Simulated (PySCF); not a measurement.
**AuCl₂: double against triple zeta**

Base calculation in PySCF with density fitting and no spin–orbit coupling, PBE0/def2-SVP (scalar-relativistic core potentials): doublet, D∞h, Au–Cl 2.235 Å (×2); wavenumbers 65, 111, 358, 396 cm⁻¹; polar-tensor charge of Au 0.46 e, atomisation energy (no zero-point energy) 479 kJ/mol.

Task: What changes on going to PBE0/def2-TZVP (scalar-relativistic core potentials)?

Result: The point group stays the same. Changes: mean bond to Au -0.032 Å, highest wavenumber +17 cm⁻¹, lowest wavenumber +1 cm⁻¹, polar-tensor charge of Au +0.12 e, atomisation energy (no zero-point energy) +18 kJ/mol. The new structure has Au–Cl 2.203 Å (×2), with wavenumbers 66, 118, 374, 413 cm⁻¹. The larger basis shortens the bonds, as added polarisation functions usually do.

Spin–orbit coupling can matter for AuCl₂ and is left out. Open d or f shells are single determinants, so the state found may not be the ground state. Each species is the lowest minimum found with this bonding; other isomers or fragments can lie lower.
